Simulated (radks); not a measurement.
Task: All-electron atom: neutral molybdenum in [Kr] 4d4.5 5s1.5 (fractional occupations, a model configuration). Calculated with a radial shooting solver on a logarithmic mesh with Libxc functionals: scalar-relativistic Kohn-Sham, PBE, spin-polarised, spherical densities, point nucleus; open shells are filled with parallel spins first (spin-orbit coupling, left out, can overturn this in heavy ions). Some entries of the table are withheld. Estimate them.

orbital,occ.,eigenvalue (eV),<r^2> (bohr^2)
1s down,1,-19823.40,0.001669
1s up,1,-19823.40,0.001669
2s up,1,-2800.667,0.02785
2s down,1,-2800.214,0.02785
2p up,3,-2503.739,0.02193
2p down,3,-2503.402,0.02192
3s up,1,-477.4616,0.2107
3s down,1,-477.2201,0.2107
3p up,3,-380.1884,0.2158
3p down,3,-379.9165,0.2157
3d up,5,-222.0036,0.2076
3d down,5,-221.5809,0.2073
4s up,1,-66.2943,(1)
4s down,1,-63.7755,(2)
4p up,3,-40.5015,1.760
4p down,3,-37.7043,1.738
4d up,4.5,-5.5676,4.445
5s up,1,-4.9875,13.27
5s down,0.5,-3.3365,16.46
4d down,0,-2.6832,5.442

Result: 
(1) 4s up <r^2> (bohr^2): 1.396
(2) 4s down <r^2> (bohr^2): 1.377
